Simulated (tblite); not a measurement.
A tight-binding relaxation on `[GaH2][CH2][C@@H]1C=CCC1`.

Computed with GFN2-xTB geometry optimisation, gas phase (tblite 0.8.0). Start geometry: from a force field or distance geometry. The command runs a driver script over a list of jobs; the input below is this job's line of settings and its coordinates in Å.

Command:
```bash
OMP_NUM_THREADS=1 python probes_run.py task.json out
```

Input:
```
{"job": {"kind": "relax", "xc": "GFN2-xTB", "basis": "xTB"}, "charge": 0, "multiplicity": 1}
Ga     2.907700    -0.217500     0.131500
C      1.126100    -0.377500     1.258900
C      0.100100     0.249100     0.438900
C     -1.285200     0.275100     1.014100
C     -2.196800     0.296100     0.061900
C     -1.479800     0.304300    -1.245500
C     -0.234500    -0.511400    -0.854600
H      2.934900    -1.213400    -0.824900
H      3.341400     1.157100    -0.433600
H      0.872000    -1.371200     1.689200
H      1.534600     0.322600     1.995900
H      0.331900     1.299000     0.137200
H     -1.501600     0.256500     2.101100
H     -3.265600     0.313100     0.216300
H     -2.036100    -0.117100    -2.067000
H     -1.113900     1.339100    -1.411800
H     -0.596500    -1.524900    -0.623200
H      0.552600    -0.472500    -1.596100
```

Output:
```
step      E/eV     max force
  0    -531.81568    3.928
  1    -532.25150    1.780
  2    -532.44052    1.097
  3    -532.56475    1.563
  4    -532.67484    1.594
  5    -532.81759    0.949
  6    -532.86313    0.450
  7    -532.89159    0.360
  8    -532.90609    0.392
  9    -532.92232    0.415
... (94 lines left out)
104    -533.21312    0.040
105    -533.21331    0.031
106    -533.21345    0.023
107    -533.21352    0.022
108    -533.21366    0.030
109    -533.21378    0.029
110    -533.21390    0.032
111    -533.21394    0.022
112    -533.21396    0.009
113    -533.21398    0.008
```

«max force» is the largest atomic force in eV/Å.

Task: From which step on does the largest force stay under 0.1 eV/Å, and how much energy is left to gain from there?

Result: From step 39 (0.097 eV/Å), 18.2 meV above the end.

Main results: energy lowered by 32.2 kcal/mol over 113 steps; largest atomic force 0.008 eV/Å at the end.

Task: Where do the atoms end?

Result: 0.585 Å rms from the input after alignment:
```
atom  x, y, z in Å
Ga1    2.7717   -0.5051    0.0367
C2     1.1046   -0.4413    1.2029
C3     0.0999    0.4581    0.4713
C4    -1.2774    0.4465    1.0756
C5    -2.2218    0.2677    0.1689
C6    -1.6625    0.1515   -1.2184
C7    -0.1536   -0.0109   -0.9777
H8     3.7285   -1.7559   -0.1587
H9     3.2534    0.7530   -0.7984
H10    0.6835   -1.4490    1.3211
H11    1.2824   -0.0516    2.2124
H12    0.4877    1.4879    0.4729
H13   -1.4238    0.5753    2.1344
H14   -3.2824    0.2298    0.3495
H15   -2.0898   -0.6898   -1.7658
H16   -1.8830    1.0601   -1.7854
H17    0.1213   -1.0712   -1.0587
H18    0.4527    0.5510   -1.6944
```

On Arm Neoverse V1, one thread, shared host with 32 logical CPUs at a one-minute load of 14, this took 0.81 s of wall time.
Labels such as C1 count atoms from 1, the log's own numbers from 0.
